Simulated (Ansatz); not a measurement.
Geometry optimisation, RKS PBE0-D4/def2-SVP (Ansatz 0.2.0).

input.yaml

```yaml
crystal:
  periodic: [false, false, false]
  atoms:
    - { symbol: Zr, position_ang: [0.075754, 0.05668, -0.066233] }
    - { symbol: F, position_ang: [0.108302, 0.091278, 1.90587] }
    - { symbol: "N", position_ang: [1.964971, -0.042691, -0.801329] }
    - { symbol: H, position_ang: [2.704761, -0.644316, -0.439395] }
    - { symbol: H, position_ang: [2.363562, 0.552667, -1.523946] }
    - { symbol: "N", position_ang: [-0.74623, 1.739834, -0.846565] }
    - { symbol: H, position_ang: [-1.487971, 1.782946, -1.541551] }
    - { symbol: H, position_ang: [-0.595866, 2.681688, -0.487686] }
    - { symbol: "N", position_ang: [-0.919976, -1.54297, -0.81165] }
    - { symbol: H, position_ang: [-1.828463, -1.837137, -0.455049] }
    - { symbol: H, position_ang: [-0.599385, -2.224413, -1.494475] }
    - { symbol: Cl, position_ang: [-3.09493, -0.424253, 1.818347] }
    - { symbol: H, position_ang: [-1.924229, -0.189313, 2.414862] }
basis:
  gaussian: { orbitals: def2-SVP }
hamiltonian:
  xc: pbe0
  dispersion: d4
relax:
  f_tol: 0.03
  max_steps: 50
```

Launched with:

```bash
$ ansatz run input.yaml --threads 4 --pin off --max-ram 5120MiB --backend cpu --events-out ev --progress --plain --runs-dir out
```

Problem. Where does it end, and by what steps?

Solution. The run converged. After 7 steps the energy has fallen by 0.075 eV; H13 moved furthest, 0.29 Å.

```csv
step,energy less start (eV),largest force component (eV/Å),accepted
0,0.0000,1.013,yes
1,-0.0612,0.304,yes
2,-0.0645,0.339,yes
3,-0.0719,0.268,yes
4,-0.0729,0.162,yes
5,-0.0744,0.044,yes
6,-0.0740,0.062,no
7,-0.0748,0.011,yes
```

```xyz
13
Properties=species:S:1:pos:R:3
Zr 0.024 0.049 -0.074
F -0.010 0.066 1.903
N 1.940 -0.033 -0.730
H 2.659 -0.650 -0.354
H 2.372 0.570 -1.426
N -0.781 1.732 -0.868
H -1.523 1.786 -1.561
H -0.607 2.674 -0.518
N -0.944 -1.549 -0.847
H -1.870 -1.806 -0.505
H -0.627 -2.254 -1.507
Cl -2.930 -0.401 1.906
H -1.683 -0.185 2.251
```

Whether the end is a true minimum wasn't checked by a vibrational analysis.

The run took 16 s on 4 threads of Intel(R) Xeon(R) 6975P-C (Granite Rapids) (shared host), peak memory 0.44 GiB.
